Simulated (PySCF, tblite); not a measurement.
Isomers of C9H9FO2. Calculated harmonic vibrations of the isolated species, GFN2-xTB (tblite), most abundant isotopes, no scaling. This tight-binding method is rough: wavenumbers can miss measured ones by several per cent, in bad cases by 10 to 20. One conformer each.

Electronic energies: PBE0/pcSseg-1 single points on the GFN2-xTB geometries (PySCF, gas phase).

```csv
SMILES,"electronic energy, lowest = 0 (kcal/mol)"
CO[C@]1(F)COc2ccccc21,22.1
COc1cc(C(=O)F)ccc1C,3.2
CCOC(=O)c1ccc(F)cc1,0.0
```

Problem. How do GFN2-xTB zero-point energies change the relative energies?

Solution. 
```json
{"SMILES": "CCOC(=O)c1ccc(F)cc1", "ZPE (kcal/mol)": "99.3", "of it from modes above 1550 cm⁻¹": "46.3", "electronic (kcal/mol)": "0.0", "with ZPE, lowest = 0 (kcal/mol)": "0.0", "lowest mode (cm⁻¹)": "16", "rings": "1"}
{"SMILES": "COc1cc(C(=O)F)ccc1C", "ZPE (kcal/mol)": "98.8", "of it from modes above 1550 cm⁻¹": "46.2", "electronic (kcal/mol)": "3.2", "with ZPE, lowest = 0 (kcal/mol)": "2.7", "lowest mode (cm⁻¹)": "53", "rings": "1"}
{"SMILES": "CO[C@]1(F)COc2ccccc21", "ZPE (kcal/mol)": "99.9", "of it from modes above 1550 cm⁻¹": "43.6", "electronic (kcal/mol)": "22.1", "with ZPE, lowest = 0 (kcal/mol)": "22.7", "lowest mode (cm⁻¹)": "64", "rings": "2"}
```

The zero-point energies span 1.1 kcal/mol, from `COc1cc(C(=O)F)ccc1C` to `CO[C@]1(F)COc2ccccc21`. The order is unchanged.

Problem. And how do the electronic energies of GFN2-xTB itself compare?

Solution. `CCOC(=O)c1ccc(F)cc1` 0.0; `COc1cc(C(=O)F)ccc1C` 2.1; `CO[C@]1(F)COc2ccccc21` 0.4 kcal/mol, lowest = 0. Against the energies above, taken from the same isomer `CCOC(=O)c1ccc(F)cc1`, the largest difference is 21.7 kcal/mol.
